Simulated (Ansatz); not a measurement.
`N[SiH]([SiH3])[SiH3]` + `[OH][Al]([F])[F]` → `[F][Al]([F])[O][SiH3]` + `N[SiH2][SiH3]`  (cleavage of the Si–Si bond)

Calculated with Ansatz (gas phase, PBE0-D4/def2-TZVP geometries, no zero-point term in ΔE). CBS: MP2 limit from def2 TZ/QZ plus the TZ coupled-cluster correction, frozen cores. This one scheme is used for every species. DFT in def2-TZVPP. Each species was taken in one conformer, which may not be the lowest.

```json
{"level": "BLYP-D4", "ΔE (kJ/mol)": "-95.2"}
{"level": "B97M-V", "ΔE (kJ/mol)": "-99.6"}
{"level": "BLYP", "ΔE (kJ/mol)": "-102.2"}
{"level": "r2SCANh", "ΔE (kJ/mol)": "-99.8"}
```

Problem. What does CCSD(T)/CBS give? (Best estimate.)

Solution. Computed: -103.8 kJ/mol. The listed levels differ from it by 8.6, 4.2, 1.6, 4.0 kJ/mol.

Largest T1 diagnostic among the species: 0.013.

From PBE to PBE0 (25 % exact exchange), in def2-TZVPP and without D4, ΔE moves by −10.2 kJ/mol. Leaving LDA and LC-ωPBE aside and taking each functional with its dispersion term where it has one, the values, not all of them listed here, spread over 42.8 kJ/mol, from BHLYP-D4 to revPBE-D4.
